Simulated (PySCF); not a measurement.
**MoO₂Cl₂: PBE0 against B3LYP**

Base calculation in PySCF with density fitting and no spin–orbit coupling, PBE0/def2-TZVP (scalar-relativistic core potentials): singlet, C2v, Mo–Cl 2.243 Å (×2), Mo–O 1.663 Å (×2); Cl–Mo–Cl 111.7°, Cl–Mo–O 109.6° (×4), O–Mo–O 106.7°; wavenumbers 120, 182, 215, 246, 354, 450, 465, 1049, 1082 cm⁻¹; dipole moment 1.23 D, gap between the highest occupied and lowest empty levels 6.16 eV, polar-tensor charge of Mo 2.19 e, atomisation energy (no zero-point energy) 1943 kJ/mol.

**Question.** What changes on going to B3LYP/def2-TZVP (scalar-relativistic core potentials)?

**Answer.** The point group stays the same. Changes: mean bond to Mo +0.016 Å, smallest bond angle +0.3 degrees, highest wavenumber -31 cm⁻¹, lowest wavenumber 0 cm⁻¹, dipole moment +0.05 D, gap between the highest occupied and lowest empty levels -0.63 eV, polar-tensor charge of Mo -0.07 e, atomisation energy (no zero-point energy) +37 kJ/mol. The new structure has Mo–Cl 2.261 Å (×2), Mo–O 1.677 Å (×2); Cl–Mo–Cl 111.5°, Cl–Mo–O 109.6° (×4), O–Mo–O 107.0°, with wavenumbers 120, 182, 212, 244, 346, 436, 450, 1021, 1051 cm⁻¹.

Only the bonding shown was studied: isomers, or loss of a ligand pair, can lie lower.
